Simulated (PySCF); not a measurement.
# C₆ coefficients of unlike pairs at PBE0

Calculated with PySCF 2.14 from the dipole response of each species, C₆(A,B) = (3/π) ∫ α_A(iu) α_B(iu) du, in atomic units, from isotropic polarisabilities. For ions this is the dispersion term alone; charge-induced terms of lower order in 1/R come first.

| species | configuration | basis | relativity | α (bohr³) | C₆ (like pair) |
| --- | --- | --- | --- | --- | --- |
| V²⁺ | [Ar] 3d3 (4F) | def2-TZVPPD (6s6p4d2f1g) | none | 4.221 | 12.52 |
| C⁺ | [He] 2s2 2p1 (2P) | dyall-av3z (15s9p3d2f) | none | 6.073 | 14.53 |
| He | 1s2 (1S) | dyall-acv3z (10s3p2d) | spin-free X2C | 1.456 | 1.591 |
| Be⁺ | [He] 2s1 (2S) | aug-cc-pVTZ with one added diffuse shell each of s, p, d, f type (6s5p4d3f) | none | 22.27 | 60.28 |

Estimate C₆ for He with V²⁺.

The integral gives 4.431. The combination rule 2 C_A C_B / (C_A α_B/α_A + C_B α_A/α_B) gives 4.461 and the geometric mean 4.463.

No spin-orbit coupling is included.

The other pairs:

```tsv
pair	C₆
Be⁺, C⁺	25.35
Be⁺, He	7.000
He, C⁺	4.627
C⁺, V²⁺	12.75
Be⁺, V²⁺	19.46
```
